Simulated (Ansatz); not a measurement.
`N[SiH](N)Cl` + GeH₄ → `N[SiH](N)[GeH3]` + HCl  (formal exchange of groups at the Si–Cl bond)

Computed with Ansatz on PBE0-D4/def2-TZVP structures; ΔE is electronic, products minus reactants. CCSD(T)/CBS adds triple-zeta CCSD(T) − MP2 to the extrapolated MP2 energy (def2 sets, frozen cores). This one scheme is used for every species. Functionals use def2-TZVPP. B3LYP here is the variant with VWN-RPA as its local correlation; programs differ in this. For Ge outer-core shells are correlated without core-valence functions, which leaves a few kJ/mol of doubt a bond. Scalar relativity is left out up to krypton. One conformer a species, not always the lowest.

(1) Is it downhill or uphill in electronic energy at CCSD(T)/CBS, and by how much? (An estimate is asked.)

(2) What do these levels give: PBE-D4, r2SCAN-D4, PBE0-D4, ωB97X-V, ωB97M-V, PBE, PBE0, B3LYP, HF/def2-TZVPP, CCSD/def2-TZVPP, MP2/CBS(def2), CCSD/CBS(def2)? (Estimate.)

Largest T1 diagnostic among the species: 0.012.

Answers

(1) The calculation gave: Uphill: ΔE = +26.3 kcal/mol.

(2) Ansatz gave: PBE-D4 23.7, r2SCAN-D4 26.9, PBE0-D4 25.2, ωB97X-V 27.2, ωB97M-V 27.8, PBE 24.2, PBE0 25.7, B3LYP 26.9, HF/def2-TZVPP 31.4, CCSD/def2-TZVPP 26.5, MP2/CBS(def2) 27.9, CCSD/CBS(def2) 26.7 kcal/mol.

In def2-TZVPP, CCSD(T) changes the Hartree–Fock value by −5.4 kcal/mol (the triples alone add −0.4 kcal/mol) and MP2 by −3.8 kcal/mol. From PBE to PBE0 (25 % exact exchange), in def2-TZVPP and without D4, ΔE moves by +1.5 kcal/mol.
